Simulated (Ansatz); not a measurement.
```yaml
crystal:
  periodic: [false, false, false]
  atoms:
    - {symbol: Si, position_ang: [0.102314, -0.690105, -1.012838]}
    - {symbol: H, position_ang: [0.227951, -0.091328, -2.319335]}
    - {symbol: H, position_ang: [-0.251243, -2.150595, -0.997392]}
    - {symbol: O, position_ang: [-1.106910, 0.333087, -0.010374]}
    - {symbol: Si, position_ang: [-0.020849, 0.783102, 0.989584]}
    - {symbol: H, position_ang: [-0.130045, 0.400734, 2.286233]}
    - {symbol: H, position_ang: [0.327171, 2.208480, 0.997071]}
    - {symbol: O, position_ang: [1.144434, -0.241741, 0.072088]}
basis:
  gaussian: {orbitals: "6-31G*"}
hamiltonian: {xc: {name: SPW92}, pseudopotentials: {relativity: scalar}}
accuracy: high
scf: {omitted_lower_state_checks: [starts]}
output: {forces: true}
```

```sh
$ ansatz run in.yaml --threads 4 --pin off --events-out ev --progress --plain --max-ram 3916MiB
```

Output, abridged:

```
Functional definition: SPW92
1691 factors; integrals over basis functions are off by at most 3.6e-9 eV
mean field evaluation 1: about -19844.5840 eV, gradient 7.6e1 eV
mean field evaluation 2: about -19767.8993 eV, gradient 1.9e2 eV
mean field evaluation 4: about -19854.4695 eV, gradient 9.7e0 eV
mean field evaluation 8: about -19854.6359 eV, gradient 4.6e-1 eV
mean field evaluation 16: about -19854.6364 eV, gradient 2.3e-5 eV
mean field -19854.63638234 eV, -729.6444290952 hartree, gradient 6.7e-8 eV, S^2 0.000000; 0 other end points of the search recorded, 0 dependent functions left out
reference -19854.63638617 eV, -729.6444292360 hartree; 24, 24 occupied and 52, 52 virtual orbitals, 1691 factors
Total energy: -19854.63638617 eV, -729.6444292360 hartree
Relativity: scalar
Atom 0 at     0.102314    -0.690105    -1.012838 Å, force    -3.329885     0.461278     1.050431 eV/Å
Atom 1 at     0.227951    -0.091328    -2.319335 Å, force     0.027080     0.262530    -1.051258 eV/Å
Atom 2 at    -0.251243    -2.150595    -0.997392 Å, force    -0.059335     0.113572    -0.170486 eV/Å
Atom 3 at    -1.106910     0.333087    -0.010374 Å, force    -2.821057    -2.157982    -3.980628 eV/Å
Atom 4 at    -0.020849     0.783102     0.989584 Å, force     3.723064     0.500757    -1.684977 eV/Å
Atom 5 at    -0.130045     0.400734     2.286233 Å, force    -0.211054    -1.197923     3.220927 eV/Å
Atom 6 at     0.327171     2.208480     0.997071 Å, force     0.308890     0.607175    -0.185198 eV/Å
Atom 7 at     1.144434    -0.241741     0.072088 Å, force     2.362296     1.410593     2.801189 eV/Å
Dipole moment:     0.035150    -0.082286    -0.097252 e Å
Checks for a lower state left out: starts
```

It took 3.2 s on 4 threads of Arm Neoverse V2 on a shared host.

The 6-31G sets use Cartesian d functions.
